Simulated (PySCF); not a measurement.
# AlI and its ions

RHF; Al def2-SVP, I def2-SVP with ECP28; scalar-relativistic core potentials (PySCF 2.14). Neutral (RHF): singlet (closed shell), Re = 2.572 Å, ωe = 311 cm⁻¹, De = 2.88 eV, HOMO -8.68 eV, LUMO 0.69 eV.

AlI⁺ (UHF): doublet (σ ↑), Re = 2.401 Å, ωe = 384 cm⁻¹, De = 0.53 eV to Al⁺ + I. The energies at the minima are -538.54463 hartree for AlI and -538.25406 for AlI⁺.

Problem. Work out the adiabatic ionisation energy, without and with harmonic zero-point energies (1 hartree = 27.2114 eV, 1 eV = 8065.5 cm⁻¹), and the change of the bond length.

Solution. At HF: 0.29057 hartree = 7.907 eV between the minima; the zero-point term (384.0 − 311.0)/2 cm⁻¹ = +0.005 eV makes it 7.911 eV. Re changes by -17.1 pm against the neutral. Minus the HOMO energy is 8.68 eV, +0.77 eV from the value between the minima; Hartree–Fock orbital energies leave out relaxation and correlation. The electron leaves a σ orbital, and the shorter bond of the ion fits an antibonding orbital, or a change in how ionic the bond is.

Spin–orbit coupling is left out, which matters for elements this heavy, above all for dissociation energies. For an ion De counts to the pair picked by the measured ionisation energies or electron affinities, which need not be the lowest pair at this level. Where the molecule has an RHF reference, its open-shell atoms are computed with UHF. Hartree–Fock leaves out correlation, which carries a large part of most bond energies and some tenths to 1 eV of ionisation energies. States were picked by a PBE0 search and need not be the measured ground states.

Neutral and ion stand on different kinds of reference determinant, which adds to the error of the difference.
